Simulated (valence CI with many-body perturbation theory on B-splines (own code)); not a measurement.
# E1 line list for Cu24+

Level of theory: configuration interaction combined with many-body perturbation theory (CI+MBPT): three valence electrons over a frozen Dirac-Fock core [He], a basis of 11 s, 11 p, 10 d, 8 f, 5 g, 2 h functions for each j, with the one-electron correlation potential Σ1 (screened to all orders), the two-electron term Σ2, the three-electron term Σ3, Breit, model QED; selected single and double excitations, second order for the rest, scaled by the run's own slope (own B-spline code, finite nucleus).

No measured levels were compared; by estimate levels of excited configurations hold to 0.05 to 0.15 % of their energy, terms of the ground configuration to about 0.5 %.

Lines 101 to 150 of 583 in falling wavelength, among levels below 139.45 Ry, chosen from the strongest by gf and those to the six lowest levels. Wavelengths and rates use the calculated energies, so an error of 900 cm⁻¹ moves a line at 354.4 Å by 0.32 % and its rate by three times that or more. Electric multipoles are in the length gauge, E1 and E2 with the static RPA response of the core. Weak lines are less certain than strong ones. Lines between different terms over intervals too small for the method are left out, as are lines whose strength nearly cancels. The highest levels of a list are the least certain.

Names give the largest LS component (configuration and term), which can be under half, so a name can repeat, a term be missing and a line seem to break the LS rules; names also repeat where a configuration has a term twice. Letters in brackets count levels of one name in rising energy.

```tsv
λ vac (Å)	Upper	Lower	A (s⁻¹)	S (a.u.) with core polarisation	S without
354.4	2p2 3p 2F°_5/2	2p2 3s 4P_5/2	1.05e+09	1.39e-01	1.39e-01
306.6	2p2 3p 2P°_3/2 [b]	2p2 3s 2D_3/2 [b]	5.25e+09	2.99e-01	2.99e-01
197.0	2p3 2D°_5/2	2s 2p2 2P_3/2	3.65e+09	8.27e-02	8.30e-02
176.9	2p2 3p 2D°_5/2 [a]	2s 2p 3p 2P_3/2	4.74e+09	7.77e-02	7.79e-02
171.6	2p2 3d 2G_9/2	2s 2p 3d 2F°_7/2 [b]	3.44e+09	8.59e-02	8.63e-02
167.9	2p2 3p 2F°_7/2	2s 2p 3p 2D_5/2 [b]	6.71e+09	1.25e-01	1.26e-01
161.5	2p2 3s 2D_5/2	2s 2p 3s 2P°_3/2 [b]	8.65e+09	1.08e-01	1.08e-01
150.0	2p2 3d 4F_7/2	2s 2p 3d 4F°_9/2	4.88e+09	6.50e-02	6.52e-02
148.7	2p3 2D°_3/2	2s 2p2 2P_1/2	9.61e+09	6.24e-02	6.26e-02
144.1	2p2 3d 4F_5/2	2s 2p 3d 4F°_7/2	7.87e+09	6.97e-02	7.00e-02
139.3	2p2 3d 4F_9/2	2s 2p 3d 4F°_9/2	7.41e+09	9.88e-02	9.91e-02
138.4	2p2 3p 4D°_7/2	2s 2p 3p 4D_7/2	8.59e+09	8.99e-02	9.02e-02
133.8	2p2 3s 4P_5/2	2s 2p 3s 4P°_5/2	9.22e+09	6.55e-02	6.57e-02
130.9	2s 2p2 2D_5/2	2s2 2p 2P°_3/2	7.47e+09	4.97e-02	4.98e-02
128.1	2p3 2D°_5/2	2s 2p2 2D_5/2	1.44e+10	8.94e-02	8.98e-02
128.0	2p3 2D°_3/2	2s 2p2 2D_3/2	7.87e+09	3.26e-02	3.27e-02
127.9	2p3 2P°_3/2	2s 2p2 2P_3/2	2.77e+10	1.14e-01	1.15e-01
121.3	2p2 3d 2D_5/2 [d]	2s 2p 3d 2D°_5/2 [b]	1.16e+10	6.15e-02	6.17e-02
120.0	2p3 2D°_5/2	2s 2p2 2D_3/2	5.95e+09	3.05e-02	3.06e-02
118.2	2p2 3p 2P°_3/2 [c]	2s 2p 3p 2P_3/2	1.39e+10	4.53e-02	4.55e-02
117.5	2p2 3p 4D°_7/2	2s 2p 3p 4D_5/2	7.50e+09	4.80e-02	4.82e-02
117.5	2p3 4S°_3/2	2s 2p2 4P_5/2	2.16e+10	6.92e-02	6.94e-02
116.7	2p2 3d 2D_5/2 [d]	2s 2p 3d 2F°_7/2 [b]	2.20e+10	1.03e-01	1.04e-01
116.1	2p2 3p 2P°_1/2 [c]	2s 2p 3p 2D_3/2 [b]	3.18e+10	4.91e-02	4.93e-02
115.9	2p2 3p 2P°_3/2 [c]	2s 2p 3p 2D_5/2 [b]	2.38e+10	7.33e-02	7.35e-02
115.8	2p2 3d 2D_3/2 [c]	2s 2p 3d 2F°_5/2 [b]	2.54e+10	7.78e-02	7.81e-02
113.0	2s 2p 3d 2F°_7/2 [b]	2s2 3d 2D_5/2	1.61e+10	9.15e-02	9.19e-02
112.1	2s 2p 4f 2F_5/2	2s2 4f 2F°_5/2	2.34e+10	9.74e-02	9.78e-02
112.1	2s 2p 4f 2F_7/2 [b]	2s2 4f 2F°_7/2	2.28e+10	1.27e-01	1.27e-01
112.0	2p2 3s 2D_3/2 [b]	2s 2p 3s 2P°_3/2 [a]	1.62e+10	4.50e-02	4.52e-02
111.5	2s 2p 4d 2F°_7/2 [b]	2s2 4d 2D_5/2	1.90e+10	1.04e-01	1.04e-01
111.2	2s 2p 4p 2D_5/2 [b]	2s2 4p 2P°_3/2	2.46e+10	1.00e-01	1.01e-01
111.0	2s 2p 4f 2G_9/2 [b]	2s2 4f 2F°_7/2	1.86e+10	1.26e-01	1.26e-01
111.0	2s 2p 4f 2G_7/2 [b]	2s2 4f 2F°_5/2	1.76e+10	9.48e-02	9.52e-02
110.9	2s 2p 4d 2D°_3/2 [b]	2s2 4d 2D_3/2	2.54e+10	6.84e-02	6.86e-02
110.8	2s 2p 4d 2F°_5/2 [b]	2s2 4d 2D_3/2	1.90e+10	7.68e-02	7.71e-02
110.8	2s 2p2 2D_3/2	2s2 2p 2P°_1/2	1.67e+10	4.50e-02	4.51e-02
110.8	2s 2p 3d 2F°_5/2 [b]	2s2 3d 2D_3/2	1.65e+10	6.66e-02	6.69e-02
110.7	2s 2p 4d 2D°_5/2 [b]	2s2 4d 2D_5/2	2.69e+10	1.08e-01	1.08e-01
110.5	2s 2p 3p 2D_5/2 [b]	2s2 3p 2P°_3/2	2.14e+10	8.55e-02	8.58e-02
110.4	2s 2p 4p 2D_3/2 [b]	2s2 4p 2P°_1/2	2.51e+10	6.68e-02	6.70e-02
110.3	2s 2p 4p 2P_3/2 [c]	2s2 4p 2P°_3/2	2.74e+10	7.25e-02	7.27e-02
110.1	2s 2p 4s 2P°_3/2 [b]	2s2 4s 2S_1/2	2.71e+10	7.15e-02	7.17e-02
110.1	2s 2p 4f 2D_5/2 [b]	2s2 4f 2F°_7/2	2.64e+10	1.04e-01	1.05e-01
110.1	2s 2p 4f 2D_3/2 [b]	2s2 4f 2F°_5/2	2.77e+10	7.28e-02	7.31e-02
109.5	2s 2p 3d 2D°_3/2 [b]	2s2 3d 2D_3/2	2.62e+10	6.79e-02	6.82e-02
109.5	2s 2p 4p 2S_1/2 [b]	2s2 4p 2P°_3/2	3.37e+10	4.38e-02	4.39e-02
109.3	2s 2p 4d 2P°_3/2 [b]	2s2 4d 2D_5/2	3.13e+10	8.07e-02	8.10e-02
109.2	2s 2p 4d 2P°_1/2 [b]	2s2 4d 2D_3/2	3.43e+10	4.41e-02	4.42e-02
109.0	2s 2p 3d 2D°_5/2 [b]	2s2 3d 2D_5/2	2.83e+10	1.09e-01	1.09e-01
```
